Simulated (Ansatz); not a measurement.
F3Y, SMILES [F][Y-]([F])[F] (connectivity only; charge and spin as stated), charge -1, multiplicity 2.

Geometry optimised at PBE0-D3(BJ)/def2-SVPD. A frequency run showed that this geometry is not a minimum. The multiplicity is an assumed one; other spin states were not compared. The def2 effective core potentials stand for the cores of Y; spin–orbit coupling is left out.

Two levels are set side by side: PBE/def2-SVPD (Ansatz, a first-principles code) and PBE0/def2-SVPD (Ansatz). Energy differences of separate SCF runs at the same geometry; the states with an electron removed or added have multiplicity 1. Differences are taken from unrounded values.

| quantity | PBE0 |
|---|---|
| vertical ionisation energy (eV) | 1.07 |

### Question
What does PBE give, and how far is it from PBE0? (Estimate from the structure and the level; the computed values follow.)

### Answer

```csv
quantity,PBE,PBE minus PBE0
vertical ionisation energy (eV),1.11,0.04
```
